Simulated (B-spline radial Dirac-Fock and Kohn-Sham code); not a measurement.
Dipole and non-dipole photoemission parameters of Sm³⁺ 4f5/2

System: samarium as Sm³⁺, [Xe] 4f5; threshold 41.74 eV (orbital energy of the model). Level of theory: Dirac-Hartree-Slater photoionisation with a Latter tail; cross sections with all multipoles, angular parameters from the dipole term and its interference with E2; a radial B-spline solver.

For linearly polarised light dσ/dΩ = σ/(4π) [1 + β P₂(cos θ) + (δ + γ cos²θ) sin θ cos φ], with θ from the polarisation vector and φ the angle between the beam and the projection of the electron momentum on the plane normal to the polarisation.

| hν (eV) | σ (kb) | β | γ | δ |
| --- | --- | --- | --- | --- |
| 60 | 1510 | 0.688 | 0.007 | 0.006 |
| 65.7 | 1680 | 0.581 | 0.006 | 0.007 |
| 71.1 | 1800 | 0.512 | 0.005 | 0.008 |
| 105 | 1870 | 0.377 | 0.003 | 0.013 |
| 126 | 1670 | 0.388 | 0.004 | 0.015 |
| 150 | 1440 | 0.427 | 0.006 | 0.018 |
| 205 | 988 | 0.543 | 0.011 | 0.022 |
| 208 | 966 | 0.549 | 0.011 | 0.023 |
| 265 | 636 | 0.659 | 0.018 | 0.027 |
| 316 | 447 | 0.743 | 0.027 | 0.031 |
| 320 | 435 | 0.749 | 0.028 | 0.032 |
| 363 | 328 | 0.807 | 0.037 | 0.035 |
| 400 | 259 | 0.851 | 0.046 | 0.038 |
| 412 | 241 | 0.864 | 0.050 | 0.039 |
| 444 | 199 | 0.895 | 0.059 | 0.042 |
| 483 | 159 | 0.928 | 0.072 | 0.045 |
| 498 | 147 | 0.939 | 0.077 | 0.046 |
| 584 | 94.4 | 0.991 | 0.107 | 0.052 |
| 1470 | 4.84 | 1.058 | 0.451 | 0.109 |
| 1486.9 | 4.65 | 1.056 | 0.456 | 0.110 |
| 1940 | 1.78 | 1.005 | 0.592 | 0.136 |
| 4520 | 0.0641 | 0.762 | 1.049 | 0.281 |
| 5190 | 0.0359 | 0.720 | 1.124 | 0.316 |
| 5890 | 0.0209 | 0.682 | 1.192 | 0.351 |
| 6000 | 0.0193 | 0.677 | 1.202 | 0.357 |
| 8047.8 | ? | ? | ? | ? |
| 9100 | 0.00307 | 0.555 | 1.400 | 0.502 |
| 9251.7 | 0.00285 | 0.550 | 1.406 | 0.508 |
| 12900 | 0.000623 | 0.465 | 1.510 | 0.658 |
| 15000 | 0.000309 | 0.431 | 1.548 | 0.737 |

Q: Give the values at Cu Kα (8047.8 eV).

A: σ = 0.00533 kb, β = 0.590, γ = 1.348, δ = 0.455.

Values without a named source are computed, but for edge energies of neutral atoms, which are taken from tables.
